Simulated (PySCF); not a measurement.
PySCF job for Se(Me)(SMe) (C₂H₆SSe), SMILES S(C)[Se]C, ωB97X-D3(BJ)/def2-SVP. Coordinates come from a ωB97X-D3(BJ)/def2-SVP optimisation. Other conformers were not sampled.

```python
import numpy as np
from pyscf import gto, scf, dft, df
from pyscf.hessian import thermo

mol = gto.M(
    atom='''
    Se    0.33696163    0.32049906    0.76947363
    C     1.07888053    1.59958568   -0.49155609
    H     1.90109694    1.13641297   -1.05197002
    H     1.46271500    2.44691647    0.09651637
    H     0.30268985    1.95913579   -1.18024446
    S    -0.23075886   -1.25009325   -0.63955128
    C    -1.87730070   -0.70118306   -1.16461766
    H    -2.56149682   -0.63723429   -0.30731170
    H    -2.24938288   -1.46035700   -1.87009786
    H    -1.82965485    0.26923400   -1.67913247
    ''',
    basis='def2-SVP',
    charge=0,
    spin=0,
    max_memory=1600,
    verbose=3,
)
mf = dft.RKS(mol, xc='wb97x-d3bj').density_fit(auxbasis='def2-universal-jkfit')
mf.grids.level = 3
mf.conv_tol = 1e-11
mf.max_cycle = 100
mf.kernel()

# [left out here: the lines that compute and print the analytic Hessian (its translational invariance restored by hand, since the grid's response is missing), thermochemistry and intensities]
```

It prints:

```
converged SCF energy = -2879.08924540171

WARN: DFTD3 does not support analytical Hessian, using finite difference


WARN: Mole.unit (angstrom) is changed to Bohr

Mode                                 0                   1                   2
Irrep
Freq [cm^-1]                       88.6758            132.7902            154.4846
Reduced mass [au]                   2.9614              1.0558              1.1069
Force const [Dyne/A]                0.0137              0.0110              0.0156
Char temp [K]                     127.5848            191.0556            222.2690
Normal mode                   x     y     z       x     y     z       x     y     z
       0  Se                -0.02  0.01 -0.01    0.00 -0.01  0.00   -0.00  0.00  0.01
       1   C                 0.14 -0.02  0.05   -0.02 -0.02 -0.02   -0.02 -0.05 -0.06
       2   H                 0.20 -0.04  0.15    0.32  0.17  0.33   -0.13 -0.14 -0.14
       3   H                 0.09 -0.02  0.09   -0.52  0.25 -0.08    0.13 -0.08 -0.11
       4   H                 0.23 -0.02 -0.04    0.06 -0.44 -0.34   -0.06  0.02  0.02
       5   S                 0.02  0.03 -0.05   -0.00 -0.00 -0.00    0.01  0.01 -0.00
       6   C                -0.07 -0.10  0.09    0.01  0.05  0.02    0.01  0.01  0.00
       7   H                -0.02 -0.23  0.14   -0.01 -0.04  0.01   -0.14 -0.47 -0.08
       8   H                -0.03 -0.09  0.06    0.02  0.12 -0.07    0.23  0.28 -0.40
       9   H                -0.20 -0.05  0.16    0.02  0.10  0.12   -0.03  0.25  0.45
Mode                                 3                   4                   5
Irrep
Freq [cm^-1]                      205.8954            229.6273            430.4599
Reduced mass [au]                   2.9101              3.5528             19.9655
Force const [Dyne/A]                0.0727              0.1104              2.1797
Char temp [K]                     296.2377            330.3826            619.3359
Normal mode                   x     y     z       x     y     z       x     y     z
       0  Se                -0.03 -0.00  0.02    0.03  0.00  0.04   -0.01 -0.04 -0.04
       1   C                -0.03 -0.11 -0.08   -0.02 -0.05 -0.05   -0.00 -0.01 -0.00
       2   H                -0.10 -0.22 -0.10   -0.01 -0.07 -0.02    0.00  0.00 -0.00
       3   H                 0.07 -0.07 -0.20   -0.05  0.03 -0.14   -0.02 -0.01  0.01
       4   H                -0.05 -0.13 -0.07   -0.04 -0.16 -0.07   -0.00 -0.01 -0.01
       5   S                 0.06  0.03 -0.05   -0.03  0.06 -0.02    0.02  0.11  0.09
       6   C                 0.03  0.06  0.07   -0.06 -0.10 -0.11    0.02 -0.00  0.01
       7   H                 0.16  0.22  0.16   -0.11 -0.09 -0.15   -0.03 -0.03 -0.03
       8   H                -0.12 -0.01  0.22    0.06 -0.22 -0.04    0.12 -0.06  0.02
       9   H                 0.03 -0.01 -0.06   -0.15 -0.15 -0.22   -0.02 -0.02 -0.03
Mode                                 6                   7                   8
Irrep
Freq [cm^-1]                      628.3157            743.5090            918.2396
Reduced mass [au]                   4.5768              5.1511              1.2331
Force const [Dyne/A]                1.0646              1.6777              0.6126
Char temp [K]                     904.0064           1069.7440           1321.1424
Normal mode                   x     y     z       x     y     z       x     y     z
       0  Se                 0.02  0.03 -0.03    0.00 -0.00 -0.00    0.00 -0.00 -0.01
       1   C                -0.09 -0.17  0.14    0.00  0.00  0.00    0.01  0.06  0.11
       2   H                -0.06 -0.10  0.14   -0.01 -0.01 -0.00   -0.24 -0.38  0.11
       3   H                -0.11 -0.20  0.20    0.00  0.01 -0.01    0.24  0.36 -0.49
       4   H                -0.06 -0.11  0.14   -0.01 -0.01  0.00   -0.11 -0.37  0.02
       5   S                 0.00  0.00  0.00    0.09 -0.02  0.03   -0.01 -0.01  0.00
       6   C                 0.00  0.00 -0.00   -0.20  0.05 -0.08    0.00 -0.01 -0.00
       7   H                -0.00 -0.00 -0.00   -0.11  0.08 -0.01    0.02  0.00  0.01
       8   H                 0.00 -0.00  0.00   -0.28  0.10 -0.09   -0.02  0.02 -0.01
       9   H                -0.01 -0.00 -0.01   -0.12  0.08 -0.01    0.02  0.00  0.01
Mode                                 9                  10                  11
Irrep
Freq [cm^-1]                      923.3660            977.1632            979.1402
Reduced mass [au]                   1.1612              1.1973              1.2842
Force const [Dyne/A]                0.5833              0.6736              0.7254
Char temp [K]                    1328.5180           1405.9203           1408.7647
Normal mode                   x     y     z       x     y     z       x     y     z
       0  Se                 0.01 -0.00  0.00    0.00 -0.00  0.00   -0.00  0.00 -0.00
       1   C                -0.10  0.04 -0.02   -0.01  0.00 -0.00   -0.00  0.01  0.00
       2   H                -0.03 -0.40  0.45    0.00 -0.02  0.03   -0.01 -0.02  0.02
       3   H                 0.17 -0.14  0.07    0.00 -0.02  0.02    0.02  0.01 -0.02
       4   H                 0.39  0.31 -0.43    0.02  0.02 -0.03    0.01 -0.00 -0.02
       5   S                -0.00  0.00 -0.00   -0.02 -0.00  0.02    0.02 -0.03 -0.00
       6   C                -0.01 -0.00  0.00    0.05  0.02 -0.10   -0.01  0.12  0.03
       7   H                -0.03  0.02 -0.02    0.54 -0.28  0.31   -0.22 -0.19 -0.11
       8   H                 0.00  0.01 -0.01   -0.24 -0.05  0.13    0.52 -0.28  0.18
       9   H                 0.05 -0.01  0.00   -0.50  0.15  0.08   -0.46 -0.01 -0.27
Mode                                12                  13                  14
Irrep
Freq [cm^-1]                     1315.0654           1348.9938           1442.0491
Reduced mass [au]                   1.1793              1.1720              1.0523
Force const [Dyne/A]                1.2016              1.2566              1.2893
Char temp [K]                    1892.0863           1940.9017           2074.7876
Normal mode                   x     y     z       x     y     z       x     y     z
       0  Se                 0.00  0.00 -0.00   -0.00 -0.00 -0.00    0.00 -0.00  0.00
       1   C                 0.05  0.08 -0.07   -0.01 -0.01  0.01    0.05 -0.02  0.01
       2   H                -0.09 -0.47  0.20    0.02  0.06 -0.01   -0.27 -0.34 -0.18
       3   H                -0.17 -0.22  0.48    0.05  0.01 -0.05   -0.59  0.29 -0.03
       4   H                -0.34 -0.32  0.19    0.03  0.02 -0.03    0.17  0.36  0.06
       5   S                 0.00 -0.00 -0.00    0.00  0.00  0.00    0.00  0.00 -0.00
       6   C                 0.01 -0.00  0.01    0.10 -0.02  0.04    0.01  0.01 -0.01
       7   H                -0.04  0.02 -0.03   -0.38  0.07 -0.34   -0.12 -0.13 -0.10
       8   H                -0.04  0.04 -0.02   -0.47  0.30 -0.03   -0.13 -0.11  0.19
       9   H                -0.05 -0.01 -0.02   -0.48 -0.06 -0.11    0.09  0.06  0.09
Mode                                15                  16                  17
Irrep
Freq [cm^-1]                     1449.8039           1458.6005           1464.9543
Reduced mass [au]                   1.0507              1.0537              1.0513
Force const [Dyne/A]                1.3012              1.3208              1.3293
Char temp [K]                    2085.9450           2098.6013           2107.7431
Normal mode                   x     y     z       x     y     z       x     y     z
       0  Se                -0.00  0.00 -0.00   -0.00 -0.00 -0.00   -0.00 -0.00 -0.00
       1   C                -0.02  0.01 -0.00   -0.01 -0.03 -0.05   -0.00 -0.01 -0.02
       2   H                 0.08  0.12  0.05    0.34 -0.04  0.49    0.11 -0.03  0.16
       3   H                 0.22 -0.12  0.03    0.02  0.13 -0.27   -0.02  0.06 -0.10
       4   H                -0.07 -0.17 -0.04   -0.26  0.35  0.45   -0.09  0.14  0.16
       5   S                 0.00  0.00 -0.00   -0.00  0.00  0.00    0.00 -0.00 -0.00
       6   C                 0.02  0.03 -0.04   -0.00  0.02  0.01    0.01 -0.05 -0.03
       7   H                -0.25 -0.28 -0.22   -0.00 -0.22  0.02   -0.03  0.59 -0.10
       8   H                -0.26 -0.34  0.50   -0.09  0.06  0.01    0.21 -0.21  0.05
       9   H                 0.27  0.18  0.30    0.11 -0.08 -0.16   -0.29  0.26  0.50
Mode                                18                  19                  20
Irrep
Freq [cm^-1]                     3074.0913           3082.3339           3184.3033
Reduced mass [au]                   1.0315              1.0310              1.1067
Force const [Dyne/A]                5.7431              5.7712              6.6118
Char temp [K]                    4422.9329           4434.7922           4581.5035
Normal mode                   x     y     z       x     y     z       x     y     z
       0  Se                -0.00 -0.00 -0.00    0.00  0.00 -0.00    0.00  0.00  0.00
       1   C                 0.00  0.00 -0.00   -0.02 -0.04  0.02    0.00 -0.00  0.00
       2   H                -0.03  0.02  0.02    0.39 -0.23 -0.26   -0.00  0.00  0.00
       3   H                -0.01 -0.03 -0.02    0.22  0.48  0.34    0.00  0.00  0.00
       4   H                 0.03 -0.01  0.02   -0.40  0.17 -0.34   -0.00  0.00 -0.00
       5   S                -0.00  0.00  0.00   -0.00  0.00 -0.00   -0.00  0.00 -0.00
       6   C                 0.04 -0.01  0.02    0.00 -0.00  0.00   -0.01 -0.09 -0.03
       7   H                -0.32  0.02  0.42   -0.02  0.00  0.03   -0.11 -0.00  0.14
       8   H                -0.20 -0.42 -0.38   -0.01 -0.03 -0.03    0.24  0.49  0.46
       9   H                 0.04  0.50 -0.26    0.00  0.03 -0.02    0.04  0.52 -0.29
Mode                                21                  22                  23
Irrep
Freq [cm^-1]                     3196.4916           3197.6361           3214.4726
Reduced mass [au]                   1.1065              1.1098              1.1101
Force const [Dyne/A]                6.6612              6.6860              6.7585
Char temp [K]                    4599.0397           4600.6864           4624.9105
Normal mode                   x     y     z       x     y     z       x     y     z
       0  Se                -0.00 -0.00  0.00    0.00 -0.00 -0.00   -0.00  0.00  0.00
       1   C                -0.04 -0.04 -0.07   -0.00 -0.00 -0.00    0.07 -0.05 -0.01
       2   H                -0.19  0.10  0.12   -0.00  0.00  0.00   -0.57  0.33  0.39
       3   H                 0.24  0.54  0.38    0.01  0.01  0.01    0.07  0.12  0.09
       4   H                 0.42 -0.19  0.35    0.01 -0.01  0.01   -0.38  0.16 -0.33
       5   S                 0.00  0.00  0.00    0.00  0.00 -0.00   -0.00  0.00  0.00
       6   C                 0.00  0.00 -0.00   -0.04 -0.02  0.08   -0.00  0.00  0.00
       7   H                -0.01  0.00  0.01    0.48 -0.04 -0.61    0.00 -0.00 -0.00
       8   H                 0.00  0.00  0.00   -0.08 -0.16 -0.13   -0.00 -0.00 -0.00
       9   H                -0.00 -0.01  0.01    0.03  0.44 -0.22    0.00  0.00 -0.00
temperature 298.1500 [K]
pressure 101325.00 [Pa]
Rotational constants [GHz] 6.29328 2.18470 1.98769
Symmetry number 1
Zero-point energy (ZPE) 0.07709 [Eh]   202410.918 [J/mol]
                           tot       elec      trans        rot        vib
Entropy [J/mol/K]       346.723      0.000    170.474    112.410     63.839
Cv [J/mol/K]             87.262      0.000     12.472     12.472     62.319
Cp [J/mol/K]             95.576      0.000     20.786     12.472     62.319
Internal energy [J/mol]                      3718.434   3718.434 212595.029
Internal energy [Eh]   -2879.00544  -2879.08925
Enthalpy [J/mol]                             6197.391   3718.434 212595.029
Enthalpy [Eh]          -2879.00450
Gibbs free energy [J/mol]                  -44629.477 -29796.706 193561.473
Gibbs free energy [Eh] -2879.04387
static polarisability / bohr^3: [[60.229 12.745  8.14 ]
 [12.746 63.919  6.193]
 [ 8.141  6.192 56.185]]
largest difference of analytic and finite-field dipole derivatives / e: 0.00023081093032545352
mode   freq/cm-1   IR/(km/mol)   Raman/(A^4/amu)   depolarisation
   1       88.68         1.110             2.727            0.709
   2      132.79         0.060             0.373            0.607
   3      154.48         0.120             0.733            0.677
   4      205.90         1.275             3.422            0.526
   5      229.63         0.629             2.614            0.579
   6      430.46         1.817            11.906            0.251
   7      628.32         2.044            21.549            0.264
   8      743.51         1.477            11.939            0.301
   9      918.24        10.222             3.773            0.655
  10      923.37         4.837             2.758            0.744
  11      977.16         2.489             4.049            0.743
  12      979.14        10.065             4.233            0.511
  13     1315.07         3.409             0.250            0.638
  14     1348.99         2.221             2.967            0.541
  15     1442.05        11.235            10.456            0.750
  16     1449.80         9.493            23.335            0.750
  17     1458.60         3.301             9.766            0.683
  18     1464.95        14.802            16.102            0.740
  19     3074.09        17.252           127.484            0.034
  20     3082.33        13.408           152.840            0.027
  21     3184.30         2.823            97.044            0.692
  22     3196.49         2.157            83.657            0.732
  23     3197.64         4.125            58.288            0.749
  24     3214.47         1.685            56.874            0.745
max |gradient| / (hartree/bohr): 2.163120917639407e-05
APT charges: [ 0.0857 -0.0357  0.0095  0.0148 -0.0049 -0.1124  0.0197  0.009   0.0179
 -0.0036]
```

The calculation finished and met its thresholds.

Cost: very roughly 5 core-minutes.
